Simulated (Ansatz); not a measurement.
Ansatz (a program for electronic structure) input (PBE0/def2-QZVPP):
A basis named .json is the Basis Set Exchange file of that set.

Ansatz 0.2 input:
```yaml
crystal:
  periodic: [false, false, false]
  atoms:
    - {symbol: Sc, position_ang: [0.00000000, 0.00000000, -0.00000000]}
    - {symbol: F, position_ang: [-1.68376152, -1.02125008, 0.09544745]}
    - {symbol: F, position_ang: [0.00850404, 1.81774207, -0.76345022]}
    - {symbol: F, position_ang: [1.67525747, -0.79649199, 0.66800276]}
basis:
  gaussian:
    orbitals: def2-QZVPP.json
hamiltonian:
  xc: {name: PBE0}
magnetization: {spin_polarized: true, initial_magnetization: 2}
```

Output:

```
Functional definition: PBE0
integrals: 0.16 GiB planned
1090 factors; their error is unknown
mean field: 1.81 GiB planned
mean field evaluation 1: about -28840.1314 eV, gradient 3.0e1 eV
mean field evaluation 2: about -28835.9893 eV, gradient 5.0e1 eV
mean field evaluation 4: about -28842.3652 eV, gradient 1.0e1 eV
mean field evaluation 8: about -28842.7288 eV, gradient 8.5e-2 eV
mean field evaluation 16: about -28842.8041 eV, gradient 1.4e-3 eV
mean field evaluation 32: about -28842.6534 eV, gradient 4.7e0 eV
mean field -28842.80406142 eV, -1059.9534989024 hartree, gradient 7.0e-6 eV, S^2 2.012669; 3 other end points of the search recorded, 0 dependent functions left out
reference -28842.80411288 eV, -1059.9535007937 hartree; 25, 23 occupied and 239, 241 virtual orbitals, 1090 factors
Total energy: -28842.80411288 eV, -1059.9535007937 hartree
```

The spin state was set by rule; other spins were not relaxed.
